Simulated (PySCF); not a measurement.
Below is a simulated gas-phase C 1s photoelectron spectrum of ethyl bromide (`CCBr`).

Every computed line was given a Gaussian of 0.8 eV full width at half maximum and an area set by the number of equivalent atoms; the highest printed point is 100. Computed, not measured: PySCF 2.14.0, delta-SCF UKS SCAN, pcX-2 on the ionised atom, pcseg-1 elsewhere, spin-free X2C.

(binding energy (eV), intensity): (290.0, 0), (290.1, 1), (290.2, 1), (290.3, 3), (290.4, 7), (290.5, 13), (290.6, 22), (290.7, 35), (290.8, 51), (290.9, 68), (291.0, 83), (291.1, 95), (291.2, 100), (291.3, 99), (291.4, 94), (291.5, 88), (291.6, 85), (291.7, 87), (291.8, 92), (291.9, 97), (292.0, 100), (292.1, 97), (292.2, 88), (292.3, 73), (292.4, 56), (292.5, 40), (292.6, 26), (292.7, 15), (292.8, 8), (292.9, 4), (293.0, 2), (293.1, 1), (293.2, 0)

Problem. Count the maxima, the lines and the sites behind this envelope.

Solution. The curve has 2 maxima (at 291.2 and 292.0 eV). Under it lie 2 lines from 2 inequivalent carbon sites.

Problem. Decompose the envelope and assign each component. Numbering: `[CH3:1][CH2:2][Br:3]`.

Solution. 
```json
{"position (eV)": "291.18", "relative area": "1", "line": "C 1s", "atoms": "C1", "environment": "methyl carbon"}
{"position (eV)": "292.05", "relative area": "1", "line": "C 1s", "atoms": "C2", "environment": "sp3 C–Br carbon"}
```

Problem. What are the centre and the root-mean-square width of the whole band?

Solution. The area-weighted mean of the lines is 291.62 eV. Their own spread about it is 0.43 eV (rms) and each Gaussian has σ = 0.8/2.355 = 0.34 eV; the variances add, which gives 0.55 eV.

Problem. Above which line width would these two lines show one maximum?

Solution. Two equal Gaussians merge once their distance is under 2σ = FWHM/1.177. With 0.86 eV between them that is a full width over 1.01 eV.

Lowest listed C 1s: C1, bonded to C and 3 H. Highest, 0.87 eV above it: C2, bonded to Br, C and 2 H. Summing the Pauling electronegativity differences to the bonded atoms, each weighted by its formal bond order, gives -1.05 for the lowest site and -0.29 for the highest.

The curve has no shake-up lines and no vibrational structure. Geometry: PBE0-D3(BJ)/def2-SVP; no solvent, vibrations or thermal averaging.

Time: 8.2 s wall; peak memory 0.54 GiB. Hardware: one thread, Arm Neoverse V1 (aarch64), shared host.
